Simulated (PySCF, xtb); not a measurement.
C3H2Cl2F2, SMILES FC(F)C=C(Cl)Cl.

GFN2-xTB (xtb 6.7.1) at its own geometry gives an orbital gap of 4.26 eV and a dipole moment of 1.99 D.

Coordinates come from a B3LYP-D3(BJ)/def2-SVP optimisation. One conformer was computed; it need not be the lowest.

Question: What does PySCF with PBE0/def2-TZVP give? (An estimate is asked for; the answer gives what the named calculation found.)

Answer: gap 6.78 eV (levels -8.08 and -1.30 eV), dipole 1.16 D.
